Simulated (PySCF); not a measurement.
Zn(OH)(SeH) (H2OSeZn), SMILES [OH][Zn][SeH].

Geometry: B3LYP-D3(BJ)/def2-SVP. A frequency run showed that this geometry is not a minimum. The values are those of a single conformer.

Method: PySCF with TDA-LC-ωPBE/def2-SVPD.

Vertical excitations. Isolated molecule, no solvent. State labels are in the subgroup Cs.

Q: Estimate the UV-visible absorptions. (An estimate is asked for; the answer gives what the named calculation found.)

A: 
```csv
state,symmetry,energy (eV),λ (nm),f,main pairs
S1,A",5.17,240,0.025,HOMO→LUMO 83 %
S2,A",5.61,221,0.011,"HOMO→LUMO+1 58 %, HOMO→LUMO+4 30 %"
S3,A",6.36,195,0.000,"HOMO→LUMO+4 40 %, HOMO→LUMO+1 34 %, HOMO→LUMO+5 8 %"
S4,A",6.44,193,0.070,HOMO−2→LUMO 86 %
S5,A',6.64,187,0.015,"HOMO→LUMO+3 56 %, HOMO−1→LUMO 34 %"
S6,A',7.27,171,0.224,"HOMO−1→LUMO+1 44 %, HOMO−1→LUMO 21 %, HOMO−1→LUMO+4 9 %, HOMO→LUMO+3 8 %"
S7,A',7.40,168,0.115,"HOMO−3→LUMO 35 %, HOMO−1→LUMO+1 25 %, HOMO→LUMO+3 11 %, HOMO−1→LUMO 8 %"
S8,A",7.51,165,0.008,HOMO−2→LUMO+1 82 %
S9,A",7.76,160,0.012,HOMO→LUMO+2 74 %
S10,A',7.77,160,0.235,"HOMO−3→LUMO 28 %, HOMO−1→LUMO+1 17 %, HOMO−1→LUMO 16 %, HOMO−1→LUMO+2 9 %"
T1,A",4.79,259,0,HOMO→LUMO 83 %
T2,A",5.09,244,0,"HOMO→LUMO+4 43 %, HOMO→LUMO+1 41 %"
T3,A',5.87,211,0,"HOMO−1→LUMO 67 %, HOMO→LUMO+3 13 %"
T4,A",5.90,210,0,HOMO−2→LUMO 82 %
```
Triplets are in the Tamm–Dancoff approximation.
